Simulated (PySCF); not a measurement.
Vertical excitations of a molecule CH8FNSi2 from PySCF 2.14.0 with TDDFT-ωB97X/def2-SVPD, as energy in eV (oscillator strength): 6.02 (0.013), 6.22 (0.048), 6.79 (0.105), 7.09 (0.024), 7.31 (0.014), 7.75 (0.029), 7.80 (0.021), 7.86 (0.032), 7.99 (0.029), 8.22 (0.027). Lowest triplet (TDA): 5.50 eV. Coordinates come from a PBE0-D3(BJ)/def2-SVP optimisation. The values are those of a single conformer.

Q: Which structure fits?
A) CN[SiH2][SiH2]F
B) NC[SiH2][SiH2]F
C) N[SiH2][SiH2]CF
D) N[Si@H]([SiH3])CF

A: B, NC[SiH2][SiH2]F
